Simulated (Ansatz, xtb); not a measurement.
## Relative energy of two isomers of C6H7FN2

Structure X is `C=C1NC=C(C)N=C1F`, a singlet and structure Y is `C=C1C=NC(C)=C(F)N1`, a singlet. Both are isolated molecules in the gas phase, relaxed with PBE-D3(BJ)/def2-SVP.

Energies in hartree; the thermal terms are from GFN2-xTB frequencies at re-optimised GFN2-xTB minima (ideal gas, soft modes damped towards free rotors, one conformer each, 298.15 K, 1 atm) and include the zero-point energy:

|  | X | Y |
| --- | --- | --- |
| E, CCSD(T)/def2-SVP | −440.646057 | −440.635131 |
| E, MP2/def2-SVP | −440.541902 | −440.530434 |
| E, MP2/def2-TZVPP | −441.352662 | −441.340608 |
| zero-point energy | 0.119873 | 0.119537 |
| H(298 K) − E | 0.129448 | 0.129201 |
| G(298 K) − E | 0.086593 | 0.086108 |

Task: Correct the CCSD(T) difference for the basis set by the MP2 change, then work out ΔE, ΔE₀, ΔH and ΔG for X → Y in kJ/mol (1 Eh = 2625.50 kJ/mol) and the equilibrium ratio [Y]/[X].

Result: 1. Differences Y − X: CCSD(T) +0.010926, MP2 in the small set +0.011468, MP2 in the large set +0.012054 Eh.
2. ΔE = +0.010926 + (+0.012054 − (+0.011468)) = +0.011512 Eh = +30.22 kJ/mol.
3. ΔE₀ = ΔE + ΔZPE = +0.011512 + (−0.000336) Eh = +29.34 kJ/mol.
4. ΔH = ΔE + (−0.000247) Eh = +29.58 kJ/mol.
5. ΔG = ΔE + (−0.000485) Eh = +28.95 kJ/mol, so ΔS = (ΔH − ΔG)/T = +2.1 J/(mol K).
6. kT = 0.9442 mEh, so K = [Y]/[X] = exp(−ΔG/kT) = exp(−11.68) ≈ 8.5 × 10^−6.

Structure X is favoured at this temperature. An error of 4 kJ/mol in ΔG would change K by a factor of 5. Mirror images and further conformers aren't counted.

As drawn, both hold the same kinds of bond in the same numbers.

Other levels gave ΔE = +8.8 (GFN2-xTB); +9.5 (HF/STO-3G, GFN2-xTB geometries); +30.7 (r2SCAN-D4/def2-SVP, GFN2-xTB geometries); +28.7 (PBE-D3(BJ)/def2-SVP); +26.9 (HF/def2-SVP); +30.1 (MP2/def2-SVP); +28.7 (CCSD(T)/def2-SVP) kJ/mol. The correlated steps freeze 9 core orbitals. Programs: Ansatz 0.2.0, xtb 6.7.1.
